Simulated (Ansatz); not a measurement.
Geometry optimisation, RKS BHLYP/def2-SVP (Ansatz).

Input:

```yaml
crystal:
  periodic: [false, false, false]
  atoms:
    - { symbol: Ti, position_ang: [0.112978, -0.119092, -0.024365] }
    - { symbol: F, position_ang: [0.146464, -0.342078, 1.760975] }
    - { symbol: "N", position_ang: [1.829267, -0.028837, -0.687055] }
    - { symbol: H, position_ang: [2.368254, -0.806557, -1.034985] }
    - { symbol: H, position_ang: [2.360468, 0.829941, -0.721104] }
    - { symbol: F, position_ang: [-0.631685, 1.379925, -0.547287] }
    - { symbol: "N", position_ang: [-0.636856, -1.641067, -0.749098] }
    - { symbol: H, position_ang: [-0.794852, -2.483997, -0.212587] }
    - { symbol: H, position_ang: [-0.99208, -1.734242, -1.691008] }
    - { symbol: "N", position_ang: [-2.789158, 0.144523, 1.434344] }
    - { symbol: H, position_ang: [-2.868268, -0.570393, 0.723886] }
    - { symbol: H, position_ang: [-2.624133, 1.019568, 0.956524] }
    - { symbol: H, position_ang: [-1.946, -0.062894, 1.990757] }
basis:
  gaussian: { orbitals: def2-SVP }
hamiltonian:
  xc: { name: BHLYP }
relax:
  f_tol: 0.03
  max_steps: 50
output:
  orbitals: {}
```

Command:

```bash
$ ansatz run input.yaml --threads 4 --pin off --max-ram 5120MiB --backend cpu --events-out ev --progress --plain --runs-dir out
```

Problem. Where does it end, and by what steps?

Solution. The forces met the threshold. The force dipped under the threshold on the way, but the program's further checks kept it going. After 11 steps the energy has fallen by 0.051 eV; H5 moved furthest, 0.33 Å.

| step | energy less start (eV) | largest force component (eV/Å) | accepted |
| --- | --- | --- | --- |
| 0 | 0.0000 | 0.904 | yes |
| 1 | -0.0319 | 0.567 | yes |
| 2 | -0.0416 | 0.202 | yes |
| 3 | -0.0446 | 0.086 | yes |
| 4 | -0.0463 | 0.025 | yes |
| 5 | -0.0474 | 0.113 | yes |
| 6 | -0.0484 | 0.130 | yes |
| 7 | -0.0474 | 0.236 | no |
| 8 | -0.0494 | 0.032 | yes |
| 9 | -0.0503 | 0.037 | yes |
| 10 | -0.0508 | 0.060 | yes |
| 11 | -0.0510 | 0.026 | yes |

```xyz
13
Properties=species:S:1:pos:R:3
Ti 0.128 -0.118 -0.012
F 0.239 -0.241 1.739
N 1.848 -0.057 -0.679
H 2.277 -0.730 -1.295
H 2.491 0.690 -0.451
F -0.693 1.343 -0.543
N -0.630 -1.635 -0.742
H -0.634 -2.543 -0.297
H -1.152 -1.658 -1.608
N -2.833 0.161 1.393
H -2.795 -0.660 0.805
H -2.617 0.959 0.811
H -2.095 0.075 2.078
```

Whether the end is a true minimum wasn't checked by a vibrational analysis.

Time of the run: 45 s on 4 threads of Arm Neoverse V1, on a shared host, peak memory 0.43 GiB.
